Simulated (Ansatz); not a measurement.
A nudged elastic band was laid between two geometries of a periodic cell of 19 atoms, PdC₁₈ (surface graphene monolayer, adsorbate Pd).

All numbers below come from DFT PBE, scalar-relativistic, plane waves, PAW in Ansatz. Settings: cutoff 420 eV, k mesh 2x2x1, gaussian smearing 0.05 eV, no spin polarisation.

```
movable images  : 3
climbing image  : yes
spring          : 2.0 to 10.0 eV/Å², energy-weighted
optimiser       : quadratic models (default)
start path      : straight line
force threshold : 0.05 eV/Å
iteration limit : 23
end points      : relaxed
```

First end point:

```xyz
19
Lattice="7.3980 0.0000 0.0000 -3.6990 6.4069 0.0000 0.0000 0.0000 11.0000" Properties=species:S:1:pos:R:3
C 0.014 -0.037 1.122
C 1.255 0.682 1.020
C -1.233 2.118 1.020
C 0.011 2.816 0.963
C -2.463 4.240 0.980
C -1.224 4.949 0.977
C 2.469 -0.031 0.980
C 3.708 0.677 0.980
C 1.237 2.108 0.963
C 2.476 2.812 0.953
C 0.002 4.241 0.953
C 1.241 4.946 0.964
C 4.922 -0.035 1.020
C 6.163 0.684 1.122
C 3.702 2.105 0.977
C 4.941 2.813 0.980
C 2.467 4.238 0.963
C 3.711 4.935 1.020
Pd 3.087 6.732 3.162
```

Last end point:

Only the atoms that move by more than 0.05 Å are listed.
```
C1 0.019 -0.011 1.077
C2 1.266 0.705 1.071
C3 -1.205 2.121 0.959
C9 1.265 2.126 1.010
C10 2.487 2.835 0.996
C13 4.959 -0.017 0.959
C14 6.172 0.708 0.984
C17 2.490 4.249 1.010
C18 3.721 4.958 1.071
Pd19 4.058 6.199 3.136
```

(1) What changes between the two ends?

(2) Give the energies along the band, and the barrier.

(3) What is the geometry of the highest image?

Answers

(1) The atom that moves furthest is Pd19, by 1.11 Å.

(2) The run converged. The highest image is number 2 of 0 to 4, 0.073 eV above the first end and 0.030 eV above the last; the last end lies 0.043 eV above the first. The order of the stationary point at the top wasn't checked. Limits of this set-up: coarse k mesh, slab without dipole correction.

```csv
image,path coordinate (Å),energy (eV)
0,0.00,0.000
1,0.50,0.053
2,0.74,0.073
3,0.88,0.057
4,1.10,0.043
```

(3) 
```xyz
19
Lattice="7.3980 0.0000 0.0000 -3.6990 6.4069 0.0000 0.0000 0.0000 11.0000" Properties=species:S:1:pos:R:3:forces:R:3
C 0.005 -0.018 1.069 0.00 0.00 -0.02
C 1.253 0.702 1.037 0.00 0.03 0.00
C -1.226 2.123 0.991 0.02 0.01 0.00
C 0.006 2.829 0.965 -0.02 0.00 0.00
C -2.455 4.247 0.990 0.01 -0.02 0.00
C -1.224 4.963 0.968 0.01 -0.01 0.00
C 2.480 -0.019 0.990 0.03 0.01 0.00
C 3.705 0.691 0.983 -0.03 0.00 0.00
C 1.240 2.122 0.990 0.02 -0.02 0.00
C 2.474 2.828 0.984 0.00 0.00 0.00
C 0.005 4.254 0.950 0.00 0.00 0.00
C 1.239 4.966 0.965 -0.01 0.01 0.00
C 4.933 -0.021 0.991 0.00 -0.02 0.00
C 6.161 0.700 1.041 -0.01 0.00 0.01
C 3.704 2.118 0.989 0.00 0.00 0.00
C 4.940 2.831 0.983 -0.02 0.02 0.00
C 2.469 4.250 0.989 0.03 -0.01 0.00
C 3.705 4.949 1.037 -0.02 -0.01 -0.01
Pd 3.736 6.372 3.148 0.00 0.00 0.04
```

Time of the run: 3 min on 1 thread of AMD EPYC 7R43 64-Core Processor (Zen 3), with other jobs on the host, peak memory 0.91 GiB.
